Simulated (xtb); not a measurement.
HCl3Ge, charge -1, doublet, geometry from GFN2-xTB (a state made from the parent by changing its charge; the spin is typed, not shown lowest); xtb with GFN2-xTB.

Input for xtb:
```
$ xtb mol.xyz --gfn 2 --chrg -1 --uhf 1 --json

# file mol.xyz
5

Ge     0.18961606     0.14465705     0.11687467
Cl    -0.81013033     2.36575078    -0.06066118
Cl     2.01410151    -1.47877166     0.11574629
Cl    -1.55983724    -1.16332174    -0.38022513
H     -0.01799083     0.06879887     1.78739072
```

Output, abridged:

```
   ID    Z sym.   atoms
    1   32 Ge     1
    2   17 Cl     2-4
    3    1 H      5

           -------------------------------------------------
          |                Calculation Setup                |
           -------------------------------------------------

           -------------------------------------------------
          |                 G F N 2 - x T B                 |
           -------------------------------------------------

          ...................................................
          :                      SETUP                      :
          :.................................................:
          :  # basis functions                  41          :
          :  # atomic orbitals                  37          :
          :  # shells                           13          :
          :  # electrons                        27          :
          :  max. iterations                   250          :
          :  Hamiltonian                  GFN2-xTB          :
          :  restarted?                      false          :
          :  GBSA solvation                  false          :
          :  PC potential                    false          :
          :  electronic temp.          300.0000000     K    :
          :  accuracy                    1.0000000          :
          :  -> integral cutoff          0.2500000E+02      :
          :  -> integral neglect         0.1000000E-07      :
          :  -> SCF convergence          0.1000000E-05 Eh   :
          :  -> wf. convergence          0.1000000E-03 e    :
          :  Broyden damping             0.4000000          :
          :  net charge                         -1          :
          :  unpaired electrons                  1          :
          ...................................................

 iter      E             dE          RMSdq      gap      omega  full diag
   1    -16.4600300 -0.164600E+02  0.596E+00    4.89       0.0  T
   2    -16.4623175 -0.228749E-02  0.394E+00    4.85       1.0  T
   3    -16.4610350  0.128256E-02  0.152E+00    5.11       1.0  T
   4    -16.4602400  0.794922E-03  0.205E+00    4.88       1.0  T
   5    -16.4631473 -0.290722E-02  0.129E+00    4.95       1.0  T
   6    -16.4647170 -0.156971E-02  0.154E-01    5.06       1.0  T
   7    -16.4647525 -0.355304E-04  0.772E-02    5.04       1.0  T
   8    -16.4647585 -0.599587E-05  0.279E-02    5.05       1.6  T
   9    -16.4647590 -0.539236E-06  0.139E-02    5.05       3.2  T
[...]
         :: total energy             -16.462183857430 Eh    ::
[...]
       ...                                ...                  ...
        37                          1.3992070              38.0744
      -------------------------------------------------------------
                  HL-Gap            0.1854314 Eh            5.0458 eV
             Fermi-level           -0.1712035 Eh           -4.6587 eV

     #   Z          covCN         q      C6AA      α(0)
     1  32 Ge       3.102     0.372   203.648    27.499
     2  17 Cl       0.737    -0.446   113.546    16.299
     3  17 Cl       0.737    -0.446   113.546    16.299
     4  17 Cl       0.804    -0.338   109.914    16.038
     5   1 H        0.824    -0.142     7.374     4.261

 Mol. C6AA /au·bohr⁶  :       2358.244468
 Mol. C8AA /au·bohr⁸  :     122460.633183
 Mol. α(0) /au        :         80.396105

Wiberg/Mayer (AO) data.
largest (>0.10) Wiberg bond orders for each atom

 ---------------------------------------------------------------------------
     #   Z sym  total        # sym  WBO       # sym  WBO       # sym  WBO
 ---------------------------------------------------------------------------
     1  32 Ge   3.087 --     4 Cl   0.955     5 H    0.743     3 Cl   0.695
                             2 Cl   0.695
     2  17 Cl   0.893 --     1 Ge   0.695
     3  17 Cl   0.893 --     1 Ge   0.695
     4  17 Cl   1.113 --     1 Ge   0.955
     5   1 H    0.958 --     1 Ge   0.743
 ---------------------------------------------------------------------------

Topologies differ in total number of bonds
Writing topology from bond orders to xtbtopo.mol

molecular dipole:
                 x           y           z       tot (Debye)
 q only:        0.118       0.077      -0.200
   full:        0.134       0.099       0.017       0.427
molecular quadrupole (traceless):
                xx          xy          yy          xz          yz          zz
 q only:       -2.491       8.476      -7.912      -1.679      -0.107      10.404
  q+dip:       -3.900       9.644     -10.119      -2.506      -0.409      14.019
   full:       -3.791       9.949     -10.190      -2.402      -0.321      13.981

           -------------------------------------------------
          | TOTAL ENERGY              -16.462183857430 Eh   |
          | GRADIENT NORM               0.000040431893 Eh/α |
          | HOMO-LUMO GAP               5.045845052574 eV   |
           -------------------------------------------------

normal termination of xtb
```
